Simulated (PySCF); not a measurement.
**Which is lower?**

The two ends of one reaction step of GeH5Br, closed shell (PBE0-D4/def2-TZVP).

A:

```xyz
7
angstrom
Ge -0.2274 -1.2253 -0.0266
Br 1.7795 -0.2863 0.6291
H 0.0597 -2.0793 -1.2650
H -1.1843 -0.0720 -0.3411
H -0.7284 -2.0765 1.1439
H 0.2533 2.5087 0.0780
H -0.2864 2.9964 -0.0909
```

B:

```tsv
atom	x (Å)	y (Å)	z (Å)
Ge1	-0.9746	-0.3589	-0.2284
Br2	3.0993	0.7198	0.7351
H3	-0.2753	-1.1502	-1.3393
H4	-2.4489	-0.1341	-0.5832
H5	-0.8583	-1.1059	1.1049
H6	1.7467	1.0140	0.4021
H7	-0.2895	1.0148	-0.0918
```

PySCF 2.14 with density fitting (its default auxiliary sets; JK sets also for MP2 and CCSD(T)); basis: def2-TZVPP; cores frozen in the correlated methods. Filled d shells of the heavier atoms are correlated. The def2 sets are not built for correlating such inner shells, so the correlated values are less sure here. B3LYP uses VWN-RPA correlation.

Task: Which structure is lower at CCSD(T), and by how much? (To be estimated.)

Result: The calculation gives: A, by 12.58 kcal/mol (electronic energy, against the other). By their contacts, A is a complex of GeH₃Br ([GeH3][Br]) + H₂ and B is a complex of GeH₄ + HBr.

All methods give the same order:

```csv
method,E(B) − E(A) (kcal/mol)
SPW92,10.33
PBE-D4,13.33
r2SCAN-D4,14.11
PBE0-D4,13.54
B3LYP-D4,13.44
BHLYP-D4,14.01
wB97M-V,13.71
HF,13.94
MP2,14.63
CCSD,12.23
CCSD(T),12.58
```

T1 diagnostic: at most 0.010.

Labels in which every atom is bracketed show which atoms are joined, not bond orders.

For scale, one of the runs: CCSD(T)/def2-TZVPP, 166 basis functions, launched by `OMP_NUM_THREADS=4 python run.py`. Hardware: 4 CPU threads of an Arm Neoverse V2, shared host. Wall time 4.4 min; peak host memory 1.8 GiB.
